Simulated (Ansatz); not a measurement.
Consider the ligand exchange at the Sn–C bond: `C#[C][SnH2][Cl]` + HBr → `[Cl][SnH2][Br]` + `C#C`.

Gas-phase electronic energies from Ansatz, PBE0-D4/def2-TZVP geometries. CCSD(T)/CBS is the MP2 limit (def2-TZVPP, def2-QZVPP) plus CCSD(T) − MP2 in def2-TZVPP, frozen cores. This one scheme is used for every species. Functionals use def2-TZVPP. B3LYP here is the variant with VWN-RPA as its local correlation; programs differ in this. Elements past krypton have def2 core potentials. For Br, Sn outer-core shells are correlated without core-valence functions, which leaves a few kJ/mol of doubt a bond. Scalar relativity is left out up to krypton.

```tsv
level	ΔE (kcal/mol)	difference from CCSD(T)/CBS
BLYP-D4	-21.8	-0.5
r2SCAN0-D4	-22.4	-1.1
BHLYP-D4	-23.0	-1.7
CAM-B3LYP-D4	-21.4	-0.1
ωB97X-V	-21.1	0.2
ωB97M-V	-21.3	0.0
PBE	-21.6	-0.3
B3LYP	-22.3	-1.0
r2SCANh	-22.3	-1.0
RPA@PBE/def2-TZVPP	-16.3	5.0
CCSD/def2-SVP	-20.2	1.1
CCSD(T)/def2-SVP	-19.7	1.6
HF/def2-TZVPP	-23.3	-2.0
HF/def2-QZVPP	-23.5	-2.2
HF/CBS(def2)	-23.6	-2.3
MP2/CBS(def2)	-21.7	-0.4
CCSD(T)/CBS	-21.3	0
```

Largest T1 diagnostic among the species: 0.013.

In def2-TZVPP, CCSD(T) changes the Hartree–Fock value by +5.2 kcal/mol (the triples alone add +0.6 kcal/mol) and MP2 by +4.8 kcal/mol. Leaving LDA and LC-ωPBE aside and taking each functional with its dispersion term where it has one, the values, not all of them listed here, spread over 2.2 kcal/mol, from BHLYP-D4 to PBE-QIDH. LDA lies +0.7 kcal/mol from PBE without D4.
